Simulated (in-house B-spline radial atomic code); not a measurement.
A radial electron density 4πr²n(r) was computed for an atom or ion in its tabulated ground configuration with a B-spline radial code for spherical atoms; method: non-relativistic Hartree-Fock, average of configuration. Columns: r (bohr), 4πr²n(r) (electrons per bohr), bar.

```
  0.0015    1.475 #
 0.00183    2.133 #
 0.00223    3.058 ##
 0.00273    4.385 ###
 0.00333    6.189 ####
 0.00406    8.629 ######
 0.00495    11.86 ########
 0.00604    16.05 ##########
 0.00737    21.27 ##############
   0.009    27.51 ##################
   0.011    34.52 ######################
  0.0134     41.6 ###########################
  0.0163    47.98 ###############################
  0.0199    52.74 ##################################
  0.0243    54.75 ###################################
  0.0297    53.66 ###################################
  0.0362    50.44 #################################
  0.0442     47.4 ###############################
   0.054    47.58 ###############################
  0.0658    52.69 ##################################
  0.0803    61.25 ########################################
   0.098    68.07 ############################################
    0.12    67.42 ############################################
   0.146    58.76 ######################################
   0.178    48.42 ###############################
   0.217    45.08 #############################
   0.265    50.04 ################################
   0.324     54.2 ###################################
   0.395    47.83 ###############################
   0.482    32.36 #####################
   0.588    18.37 ############
   0.717    13.08 ########
   0.875    13.75 #########
    1.07    13.79 #########
     1.3    10.84 #######
    1.59    6.564 ####
    1.94    3.238 ##
    2.37    1.327 #
    2.89   0.4527 
    3.53   0.1178 
     4.3  0.02186 
    5.25 0.002472
```

Task: Which atom or ion is it?
A. Mo2+
B. Ru+
C. Rh2+
D. Ru2+

Result: D. The area under the curve, ∫4πr²n dr = ∫r·4πr²n d(ln r) on this logarithmic grid, is 42 electrons, which only this option has. The configuration is [Kr] 4d6.
